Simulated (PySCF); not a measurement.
# Radial density of Li+ (lithium, charge +1)

UHF, 1s2, closed-shell 1S. Computed with PySCF 2.14 in pcseg-2, with no relativity, point nucleus.

```csv
r (bohr),4πr²ρ (e/bohr)
0.00682,0.007707
0.0115,0.02143
0.0193,0.05809
0.0325,0.1512
0.0546,0.3751
0.0918,0.8480
0.154,1.659
0.260,2.549
0.437,2.687
0.735,1.575
1.24,0.3665
2.08,0.01786
```
